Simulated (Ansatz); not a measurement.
Compare A (`C[O][AlH][SH]`) with its isomer B (`C[S][AlH][OH]`).

Gas-phase electronic energies from Ansatz, PBE0-D4/def2-TZVP geometries. CBS: MP2 limit from def2 TZ/QZ plus the TZ coupled-cluster correction, frozen cores. Functionals use def2-TZVPP. B3LYP here is the variant with VWN-RPA as its local correlation; programs differ in this. Each species was taken in one conformer, which may not be the lowest.

A:

```xyz
9

C    -1.427   -0.010   -0.160
O    -0.290    0.696   -0.548
Al    1.370    0.631   -0.305
S     2.258   -0.925    0.948
H    -1.194   -0.876    0.473
H    -2.105    0.642    0.400
H    -1.962   -0.376   -1.043
H     2.280    1.707   -0.994
H     1.071   -1.490    1.231
```

B:

Z-matrix (Å, degrees):
```
C
S 1 1.823
H 1 1.090 2 111.8
H 1 1.089 2 108.8 3 120.5
H 1 1.089 2 108.7 3 -120.4
Al 2 2.172 1 100.3 3 -0.7
O 6 1.690 2 120.9 1 180.0
H 6 1.575 2 120.1 1 -0.1
H 7 0.955 6 125.0 2 -0.1
```

Task: Which isomer does CCSD(T)/CBS put lower? Give the gap. (Best estimate.)

Result: Computed: B, by 41.3 kJ/mol.

Task: Give E(B) − E(A) in kJ/mol with B2PLYP, ωB97M-V, HF/def2-TZVPP, B3LYP-D4, CCSD(T)/def2-TZVPP, BLYP-D4, PBE0-D4. (An estimate is asked.)

Result: The calculation gave: B2PLYP -35.7, ωB97M-V -37.3, HF/def2-TZVPP -24.8, B3LYP-D4 -33.4, CCSD(T)/def2-TZVPP -36.0, BLYP-D4 -33.8, PBE0-D4 -38.9. None reverses the order clearly.

Task: Does the order hold for the free energy at 298.15 K (harmonic terms from PBE0-D4)? (Best estimate.)

Result: Computed: Yes: G(B) − G(A) = -35.6 kJ/mol, for one conformer each. Modes under 60 cm⁻¹, often nearly free rotors, make the harmonic entropy too high.

Largest T1 diagnostic: 0.012.

Leaving LDA and LC-ωPBE aside and taking each functional with its dispersion term where it has one, the values, not all of them listed here, spread over 9.8 kJ/mol, from revPBE-D4 to CAM-B3LYP-D4. In def2-TZVPP, CCSD(T) changes the Hartree–Fock value by −11.2 kJ/mol (the triples alone add −2.1 kJ/mol) and MP2 by −17.9 kJ/mol.
